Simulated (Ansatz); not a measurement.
Calculation: frozen-core CCSD(T)/def2-TZVPP // TPSS-D3(BJ)/def2-SVP run with Ansatz (a first-principles code).

Ansatz 0.2 input:
```yaml
crystal:
  periodic: [false, false, false]
  atoms:
    - { symbol: Ta, position_ang: [0.01358, -0.131479, 0.23846] }
    - { symbol: O, position_ang: [-1.03821, 0.962638, 1.4546] }
    - { symbol: H, position_ang: [-1.393271, 1.859655, 1.353023] }
    - { symbol: O, position_ang: [-0.166118, 1.443651, -0.920283] }
    - { symbol: H, position_ang: [0.25525, 1.40051, -1.796288] }
    - { symbol: O, position_ang: [1.020971, -0.998829, -1.130537] }
    - { symbol: H, position_ang: [1.496182, -1.265598, -1.926649] }
    - { symbol: O, position_ang: [-1.331462, -1.522541, 0.28067] }
    - { symbol: H, position_ang: [-2.118352, -1.418774, 0.843844] }
    - { symbol: O, position_ang: [1.44107, -0.270607, 1.538182] }
    - { symbol: H, position_ang: [1.343415, 0.14192, 2.414194] }
basis:
  gaussian: { orbitals: def2-TZVPP }
correlation:
  method: ccsd_t
```

Output:

```
Functional definition: HF
1774 factors; integrals over basis functions are off by at most 9.7e-4 eV
mean field evaluation 1: about -11799.8741 eV, gradient 8.4e1 eV
mean field evaluation 2: about -11800.1168 eV, gradient 8.4e1 eV
mean field evaluation 4: about -11811.3891 eV, gradient 5.0e0 eV
mean field evaluation 8: about -11811.4993 eV, gradient 3.2e-1 eV
mean field evaluation 16: about -11811.4999 eV, gradient 1.2e-6 eV
mean field -11811.49989424 eV, -434.0646149911 hartree, gradient 1.2e-6 eV, S^2 0.000000; 0 other end points of the search recorded, 0 dependent functions left out
5 core orbitals not correlated
reference -11811.49989424 eV, -434.0646149911 hartree; 24, 24 occupied and 252, 252 virtual orbitals, 1774 factors
second order -44.33892132 eV of doubles, -0.00000000 eV of singles
cycle   1  -42.49163334 eV  change     1.8e0 eV  update   2.0e-1
cycle   2  -43.64327603 eV  change    -1.2e0 eV  update   8.7e-2
cycle   3  -43.96168402 eV  change   -3.2e-1 eV  update   3.5e-2
cycle   4  -43.94425465 eV  change    1.7e-2 eV  update   1.2e-2
cycle   5  -43.92815975 eV  change    1.6e-2 eV  update   4.1e-3
cycle   6  -43.93041647 eV  change   -2.3e-3 eV  update   1.5e-3
cycle   7  -43.93082992 eV  change   -4.1e-4 eV  update   6.8e-4
cycle   8  -43.93017299 eV  change    6.6e-4 eV  update   2.3e-4
cycle   9  -43.93023224 eV  change   -5.9e-5 eV  update   1.0e-4
cycle  10  -43.93036073 eV  change   -1.3e-4 eV  update   3.8e-5
cycle  11  -43.93027405 eV  change    8.7e-5 eV  update   1.9e-5
cycle  12  -43.93028568 eV  change   -1.2e-5 eV  update   7.6e-6
perturbative correction -1.85932890 eV, -0.0683290766 hartree
Total energy: -11857.28950881 eV, -435.7473522894 hartree
```

Cost: very roughly 40 core-minutes.
